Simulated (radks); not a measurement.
Results of a calculation; reference values are marked as such.
Dispersion coefficients C6 (hartree bohr^6) between ground-configuration atoms and ions, from the Casimir-Polder integral (3/pi) of alpha_A(iw) alpha_B(iw). Level of theory: non-relativistic Kohn-Sham, LB94 model potential, spin-polarised, spherical densities, point nucleus; open shells are filled with parallel spins first (spin-orbit coupling, left out, can overturn this in heavy ions) (a radial shooting solver on a logarithmic mesh with Libxc functionals). Response by self-consistent Sternheimer equations with the Hartree and adiabatic LDA kernel. For heavy and open-shell atoms this level of theory can miss by tens of per cent.

\begin{tabular}{lrrrrrrrrr}
C6 & Rb+ & Sn+ & Ne & Ne2+ & P & Sn & S+ & Ca & Ni+ \\ \hline
Rb+ & 57.15 &  &  &  &  &  &  &  &  \\
Sn+ & 97.33 & 181.9 &  &  &  &  &  &  &  \\
Ne & 18.35 & 30.07 & 6.104 &  &  &  &  &  &  \\
Ne2+ & 7.233 & 11.40 & 2.505 & 1.076 &  &  &  &  &  \\
P & 99.93 & 191.9 & 30.09 & 11.04 & 205.4 &  &  &  &  \\
Sn & 156.0 & 307.2 & 47.01 & 17.32 & 329.0 & 534.8 &  &  &  \\
S+ & 55.40 & 99.33 & 17.22 & 6.541 & 104.3 & 163.9 & 55.61 &  &  \\
Ca & 210.4 & 457.8 & 61.07 & 21.54 & 500.4 & 845.2 & 232.1 & 1507 &  \\
Ni+ & 34.78 & 60.09 & 11.28 & 4.515 & 61.42 & 97.02 & 33.70 & 134.0 & 21.45 \\
\end{tabular}

Static polarisabilities (bohr^3): Rb+ ([Kr]) 9.399, Sn+ ([Kr] 4d10 5s2 5p1) 24.56, Ne ([Ne]) 2.591, Ne2+ ([He] 2s2 2p4) 0.8579, P ([Ne] 3s2 3p3) 27.55, Sn ([Kr] 4d10 5s2 5p2) 51.37, S+ ([Ne] 3s2 3p3) 11.19, Ca ([Ar] 4s2) 123.1, Ni+ ([Ar] 3d9) 6.368. The combination rule 2 Ca Cb / ((alpha_b/alpha_a) Ca + (alpha_a/alpha_b) Cb) gives 844.0 for Ca-Sn, against 845.2 from the integral.
